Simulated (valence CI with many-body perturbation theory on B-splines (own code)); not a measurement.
# Forbidden lines of Dy26+

Calculated by relativistic CI+MBPT: four valence electrons over a frozen Dirac-Fock core [Kr], a basis of 7 s, 7 p, 8 d, 6 f, 4 g, 1 h functions for each j, with the one-electron correlation potential Σ1 (screened to all orders), the two-electron term Σ2, the three-electron term Σ3, Breit, model QED; selected single and double excitations, second order for the rest, scaled by the run's own slope (own B-spline code, finite nucleus).

The last digits are not significant, and no measured levels were compared; by estimate large intervals hold to a few tenths of a per cent, small ones and those within an open d or f shell to about a per cent. The list stops below the first excitations out of the core.

Lines 51 to 100 of 120 in falling wavelength, among levels below 809520 cm⁻¹, chosen from the decays that carry over 1 % of a level's rate. Wavelengths and rates use the calculated energies. Weak lines are less certain than strong ones. Lines between different terms over intervals too small for the method are left out, as are lines whose strength nearly cancels. The highest levels of a list are the least certain. Branching is blank where the lifetime is uncertain.

Levels are named by their leading jj configuration (3d3/2^4 stands for four electrons in 3d with j = 3/2), which in mixed levels can hold well under half, so a name can repeat and another be missing. Letters in brackets count levels of one name in rising energy.

| λ vac (Å) | Upper | Lower | Type | A (s⁻¹) | Branch % |
| --- | --- | --- | --- | --- | --- |
| 1288 | (4d3/2 4d5/2^3) J=4 [b] | (4d3/2 4d5/2^3) J=3 [a] | M1 | 4.01e+02 |  |
| 1285 | (4d3/2 4d5/2^3) J=3 [a] | (4d3/2^2 4d5/2^2) J=3 [a] | M1 | 6.32e+03 |  |
| 1269 | (4d3/2 4d5/2^3) J=5 | (4d3/2^2 4d5/2^2) J=5 | M1 | 2.32e+03 | 30.0 |
| 1258 | (4d3/2 4d5/2^3) J=3 [a] | (4d3/2^2 4d5/2^2) J=2 [a] | M1 | 8.08e+03 |  |
| 1248 | (4d3/2^2 4d5/2^2) J=1 | (4d3/2^3 4d5/2) J=2 | M1 | 7.90e+03 | 93.8 |
| 1235 | (4d3/2 4d5/2^3) J=2 [a] | (4d3/2^2 4d5/2^2) J=2 [b] | M1 | 2.41e+03 | 15.2 |
| 1221 | (4d3/2^2 4d5/2^2) J=4 [b] | (4d3/2^3 4d5/2) J=3 | M1 | 9.42e+02 | 70.0 |
| 1219 | (4d3/2 4d5/2^3) J=2 [a] | (4d3/2^2 4d5/2^2) J=3 [b] | M1 | 3.77e+03 | 23.9 |
| 1206 | (4d3/2 4d5/2^3) J=2 [b] | (4d3/2 4d5/2^3) J=3 [a] | M1 | 1.89e+03 | 14.7 |
| 1204 | (4d3/2 4d5/2^3) J=6 | (4d3/2^2 4d5/2^2) J=5 | M1 | 3.99e+03 | 55.5 |
| 1196 | (4d3/2^2 4d5/2^2) J=3 [b] | (4d3/2^3 4d5/2) J=3 | M1 | 4.69e+02 | 10.0 |
| 1191 | (4d3/2 4d5/2^3) J=3 [b] | (4d3/2^2 4d5/2^2) J=2 [b] | M1 | 1.99e+03 |  |
| 1181 | (4d3/2^2 4d5/2^2) J=2 [b] | (4d3/2^3 4d5/2) J=3 | M1 | 2.53e+01 | 1.4 |
| 1177 | (4d3/2 4d5/2^3) J=3 [b] | (4d3/2^2 4d5/2^2) J=3 [b] | M1 | 3.95e+03 |  |
| 1154 | (4d3/2 4d5/2^3) J=3 [c] | (4d3/2^2 4d5/2^2) J=2 [c] | M1 | 2.40e+03 |  |
| 1153 | (4d3/2 4d5/2^3) J=3 [b] | (4d3/2^2 4d5/2^2) J=4 [b] | M1 | 1.44e+03 |  |
| 1148 | (4d3/2^2 4d5/2^2) J=4 [c] | (4d3/2^2 4d5/2^2) J=3 [a] | M1 | 2.89e+03 | 31.0 |
| 1146 | (4d3/2^2 4d5/2^2) J=4 [b] | (4d3/2^3 4d5/2) J=4 | M1 | 6.66e+01 | 4.9 |
| 1144 | (4d3/2 4d5/2^3) J=1 [b] | (4d3/2^2 4d5/2^2) J=2 [c] | M1 | 3.53e+03 | 23.0 |
| 1138 | (4d3/2^2 4d5/2^2) J=2 [a] | (4d3/2^3 4d5/2) J=1 | M1 | 7.84e+03 | 77.8 |
| 1137 | (4d3/2 4d5/2^3) J=3 [c] | (4d3/2 4d5/2^3) J=4 [a] | M1 | 2.16e+03 |  |
| 1124 | (4d3/2^2 4d5/2^2) J=3 [b] | (4d3/2^3 4d5/2) J=4 | M1 | 3.84e+03 | 82.0 |
| 1091 | (4d3/2 4d5/2^3) J=0 | (4d3/2^2 4d5/2^2) J=1 | M1 | 9.91e+03 |  |
| 1090 | (4d3/2 4d5/2^3) J=1 [a] | (4d3/2^2 4d5/2^2) J=2 [a] | M1 | 7.47e+03 | 32.6 |
| 1077 | (4d3/2^2 4d5/2^2) J=4 [c] | (4d3/2^2 4d5/2^2) J=4 [a] | M1 | 5.31e+03 | 57.0 |
| 1069 | (4d3/2 4d5/2^3) J=4 [b] | (4d3/2 4d5/2^3) J=4 [a] | M1 | 5.45e+03 |  |
| 1054 | (4d3/2^2 4d5/2^2) J=3 [b] | (4d3/2^3 4d5/2) J=2 | M1 | 2.47e+02 | 5.3 |
| 1043 | (4d3/2^2 4d5/2^2) J=2 [b] | (4d3/2^3 4d5/2) J=2 | M1 | 8.17e+02 | 45.8 |
| 1040 | (4d3/2 4d5/2^3) J=5 | (4d3/2^2 4d5/2^2) J=4 [a] | M1 | 1.12e+03 | 14.5 |
| 1034 | (4d3/2 4d5/2^3) J=2 [a] | (4d3/2^2 4d5/2^2) J=1 | M1 | 2.88e+03 | 18.3 |
| 1025 | (4d3/2 4d5/2^3) J=2 [b] | (4d3/2^2 4d5/2^2) J=2 [c] | M1 | 3.36e+03 | 26.2 |
| 1024 | (4d3/2^2 4d5/2^2) J=2 [d] | (4d3/2^2 4d5/2^2) J=2 [a] | M1 | 7.16e+01 | 2.9 |
| 979.3 | (4d3/2 4d5/2^3) J=1 [a] | (4d3/2^2 4d5/2^2) J=0 [a] | M1 | 8.64e+03 | 37.7 |
| 880.9 | (4d3/2 4d5/2^3) J=4 [a] | (4d3/2^3 4d5/2) J=3 | M1 | 2.28e+03 | 24.3 |
| 876.7 | (4d3/2 4d5/2^3) J=2 [a] | (4d3/2^2 4d5/2^2) J=3 [a] | M1 | 4.92e+03 | 31.2 |
| 871.2 | (4d3/2^2 4d5/2^2) J=2 [c] | (4d3/2^3 4d5/2) J=3 | M1 | 1.00e+04 | 77.3 |
| 854.4 | (4d3/2 4d5/2^3) J=3 [b] | (4d3/2^2 4d5/2^2) J=3 [a] | M1 | 1.44e+03 |  |
| 850.7 | (4d3/2 4d5/2^3) J=1 [b] | (4d3/2^2 4d5/2^2) J=2 [b] | M1 | 3.66e+02 | 2.4 |
| 842.7 | (4d3/2 4d5/2^3) J=3 [b] | (4d3/2^2 4d5/2^2) J=2 [a] | M1 | 2.37e+02 |  |
| 836.3 | (4d3/2 4d5/2^3) J=3 [c] | (4d3/2^2 4d5/2^2) J=4 [b] | M1 | 3.59e+02 |  |
| 815.6 | (4d3/2^2 4d5/2^2) J=2 [b] | (4d3/2^3 4d5/2) J=1 | M1 | 6.10e+02 | 34.2 |
| 814.1 | (4d3/2 4d5/2^3) J=3 [b] | (4d3/2^2 4d5/2^2) J=4 [a] | M1 | 1.76e+03 |  |
| 810.2 | (4d3/2 4d5/2^3) J=4 [b] | (4d3/2^2 4d5/2^2) J=3 [b] | M1 | 2.91e+03 |  |
| 793.4 | (4d3/2^2 4d5/2^2) J=2 [c] | (4d3/2^3 4d5/2) J=2 | M1 | 2.00e+03 | 15.5 |
| 777.0 | (4d3/2 4d5/2^3) J=2 [b] | (4d3/2^2 4d5/2^2) J=3 [b] | M1 | 1.43e+03 | 11.2 |
| 772.6 | (4d3/2 4d5/2^3) J=3 [a] | (4d3/2^3 4d5/2) J=3 | M1 | 4.88e+02 |  |
| 750.2 | (4d3/2 4d5/2^3) J=1 [b] | (4d3/2^2 4d5/2^2) J=1 | M1 | 1.77e+03 | 11.5 |
| 741.0 | (4d3/2^2 4d5/2^2) J=0 [b] | (4d3/2^2 4d5/2^2) J=1 | M1 | 2.38e+03 |  |
| 721.2 | (4d3/2^2 4d5/2^2) J=4 [c] | (4d3/2^3 4d5/2) J=3 | M1 | 5.15e+02 | 5.5 |
| 710.8 | (4d3/2 4d5/2^3) J=3 [a] | (4d3/2^3 4d5/2) J=2 | M1 | 1.50e+03 |  |
